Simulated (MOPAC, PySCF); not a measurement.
C9H10BNSi, SMILES `c12nc([SiH3])cc(c1cccc2)B`, neutral singlet in the gas phase. 

Cartesian coordinates (Å):
```xyz
22

B      0.5022     2.9181    -0.1369
C      0.0243     1.4473    -0.0363
C     -1.3546     1.2008     0.0538
C     -1.8684    -0.1255     0.1456
Si    -3.7238    -0.5344     0.2683
N     -1.0664    -1.1941     0.1521
C      0.2837    -1.0164     0.0678
C      1.1073    -2.1820     0.0782
C      2.4848    -2.0677    -0.0048
C      3.0884    -0.7844    -0.1011
C      2.3129     0.3672    -0.1134
C      0.8938     0.2919    -0.0299
H     -0.3352     3.8006    -0.1263
H      1.6735     3.2286    -0.2270
H     -2.0531     2.0525     0.0525
H     -3.9983    -1.2770     1.5454
H     -4.1336    -1.3927    -0.8950
H     -4.5272     0.7393     0.2521
H      0.5996    -3.1543     0.1539
H      3.1170    -2.9685     0.0036
H      4.1842    -0.7042    -0.1667
H      2.7889     1.3547    -0.1881
```
Charge 0, multiplicity 1.

All levels are single points at this geometry (PBE-D3(BJ)/def2-SVP); Pople sets use spherical d functions. Orbital energies aren't observables, and empty levels follow the basis.

B3LYP/3-21G in PySCF gives gap (eV) = 3.94.

**Question.** Estimate the gap (eV) from each of these levels: PBE-D3(BJ)/def2-TZVP in PySCF; B3LYP/6-311+G** in PySCF; B3LYP/6-31G* in PySCF; B3LYP/LANL2DZ in PySCF; M06-2X/6-31G* in PySCF; PBE/6-31G* in PySCF; SVWN5/6-31G* in PySCF; HF/STO-3G in PySCF; AM1 in MOPAC; PM3 in MOPAC; PM6 in MOPAC; PM7 in MOPAC.

**Answer.** 
```json
[
 {"level": "PBE-D3(BJ)/def2-TZVP in PySCF", "gap (eV)": "2.32"},
 {"level": "B3LYP/6-311+G** in PySCF", "gap (eV)": "3.82"},
 {"level": "B3LYP/6-31G* in PySCF", "gap (eV)": "3.86"},
 {"level": "B3LYP/LANL2DZ in PySCF", "gap (eV)": "3.88"},
 {"level": "M06-2X/6-31G* in PySCF", "gap (eV)": "6.01"},
 {"level": "PBE/6-31G* in PySCF", "gap (eV)": "2.35"},
 {"level": "SVWN5/6-31G* in PySCF", "gap (eV)": "2.21"},
 {"level": "HF/STO-3G in PySCF", "gap (eV)": "10.62"},
 {"level": "AM1 in MOPAC", "gap (eV)": "8.21"},
 {"level": "PM3 in MOPAC", "gap (eV)": "7.84"},
 {"level": "PM6 in MOPAC", "gap (eV)": "7.85"},
 {"level": "PM7 in MOPAC", "gap (eV)": "7.74"}
]
```
